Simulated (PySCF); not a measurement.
# A search over the determinants of ZnS⁺

Unrestricted PBE0; PySCF, scalar-relativistic core potentials, basis sets Zn cc-pVDZ-PP with ECP10, S cc-pV(D+d)Z. Outer shells of the fragments: Zn+ 3d10 4s1; S 3s2 3p4.

Followed along the bond (rough minima from three points):

| 2Ms+1 | unpaired | ⟨S²⟩ at the start | R at minimum (Å) | Te (eV) |
| --- | --- | --- | --- | --- |
| 2 | π ↑ | 0.76 | 2.14 | 0.00 |
| 4 | σ ↑, π ↑↑ | 3.76 | 2.58 | 0.76 |
| 2 | σ ↓, π ↑↑ | 1.76 | 2.56 | 0.96 |
| 2 | σ ↑, π ↑↓ | 1.76 | 2.57 | 1.31 |

Solutions found at the starting distance of 2.275 Å, counted from the lowest of them; the search is not exhaustive and high or unbound solutions are not listed, so other states can lie among these:

| 2Ms+1 | unpaired | term | E (eV) | ⟨S²⟩ | ⟨Lz²⟩ | μ (D) |
| --- | --- | --- | --- | --- | --- | --- |
| 2 | π ↑ | ²Π | 0.00 | 0.76 | 1.01 | -3.73 |
| 4 | σ ↑, π ↑↑ | ⁴Σ⁻ | 0.84 | 3.76 | 0.00 | 1.56 |
| 2 | σ ↓, π ↑↑ | mixed | 1.03 | 1.76 | 0.00 | 1.56 |
| 2 | σ ↑, π ↑↓ | mixed | 1.38 | 1.76 | 2.02 | 1.54 |
| 4 | σ ↑↑, π ↑ | ⁴Π | 2.63 | 3.75 | 1.01 | 0.46 |
| 2 | σ ↑ | mixed | 2.82 | 0.75 | 2.00 | 1.53 |

A term symbol is given only where ⟨S²⟩ and ⟨Lz²⟩ are close to those of a pure state; real π, δ and φ orbitals otherwise mix terms. A positive dipole points towards S; it is taken about the centre of mass and depends on that origin.

Task: Compare the gap between the two lowest followed solutions at the starting distance with the gap between their minima.

Result: At PBE0 the second solution (quartet, unpaired electrons σ ↑, π ↑↑) lies +0.84 eV from the first (doublet, unpaired electrons π ↑) at 2.275 Å and +0.76 eV at the minima; the two curves relax by different amounts, since their minima lie near 2.58 and 2.14 Å.

Counting both spins, an empty level lies below a filled one in some of these solutions, because spin and occupation are held.
